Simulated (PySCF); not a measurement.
A PySCF script (with the pyscf-properties extension) for the NMR shieldings of `BC[SiH2]OC(C)C`, C$_{4}$H$_{13}$BOSi, on a GFN2-xTB geometry:

```python
import basis_set_exchange as bse
import numpy as np
from pyscf import gto, dft
from pyscf.prop import nmr

atoms = """
B    -3.677566   -0.711934   -0.388047
C    -2.219980   -1.180998   -0.528459
Si   -1.186467    0.297508    0.086726
O     0.320639   -0.261599   -0.071425
C     1.545389    0.313951    0.307973
C     1.861453    1.531288   -0.553190
C     2.624144   -0.756868    0.176191
H    -4.191968   -0.117444   -1.255444
H    -4.267776   -0.891216    0.606978
H    -1.951687   -2.038508    0.085551
H    -1.903474   -1.384247   -1.549663
H    -1.415609    1.509659   -0.713294
H    -1.464680    0.655070    1.485528
H     1.467044    0.630578    1.357999
H     2.836178    1.933058   -0.290652
H     1.863698    1.245091   -1.601686
H     1.107262    2.298731   -0.403657
H     2.713807   -1.059986   -0.863832
H     2.354162   -1.627086    0.768073
H     3.580283   -0.374370    0.521897
"""
names = dict.fromkeys(["B", "C", "Si", "O", "H"], "pcSseg-1")
basis = {el: gto.basis.parse(bse.get_basis(n, elements=[el], fmt="nwchem")) for el, n in names.items()}
mol = gto.M(atom=atoms, basis=basis, charge=0, verbose=0)
mf = dft.RKS(mol, xc="PBE0")
mf.grids.level = 2
mf.grids.alignment = dft.numint.BLKSIZE   # the property module wants whole blocks of grid points
mf.conv_tol = 1e-9
mf.kernel()

calc = nmr.RKS(mf)   # GIAO
C = mf.mo_coeff
Co = C[:, mf.mo_occ > 0]
resp = mf.gen_response(singlet=True, hermi=2)
def vind(x):   # induced exchange potential for any number of trial vectors
    d = np.einsum("pi,xij,qj->xpq", C, 2 * x.reshape(-1, C.shape[1], Co.shape[1]), Co, optimize=True)
    return np.einsum("xpq,pi,qj->xij", resp(d - d.transpose(0, 2, 1)), C, Co, optimize=True).ravel()
mo1, _ = nmr.rhf.solve_mo1(calc, with_cphf=vind)
sigma = calc.kernel(mo1)
for i, s in enumerate(sigma):   # ppm
    print("%2d %-2s %9.2f" % (i, mol.atom_pure_symbol(i), np.trace(s) / 3))
```

**Question.** Give the expected output.

**Answer.** 
```
 0 B      14.58
 1 C     147.47
 2 Si    383.11
 3 O     283.92
 4 C     116.59
 5 C     161.10
 6 C     158.74
 7 H      23.86
 8 H      23.85
 9 H      28.99
10 H      28.96
11 H      26.61
12 H      26.76
13 H      27.66
14 H      30.67
15 H      30.61
16 H      30.09
17 H      30.42
18 H      30.13
19 H      30.77
```

These numbers come from an equivalent density-fitted implementation of the same equations, which agrees with the script to about 0.01 ppm for H and up to a few tenths of a ppm for heavy atoms, so last digits may differ.

Size and cost of the density-fitted run: 191 basis functions, 69 s wall time on 1 thread of an Arm Neoverse N1, shared host; peak memory 0.84 GiB.
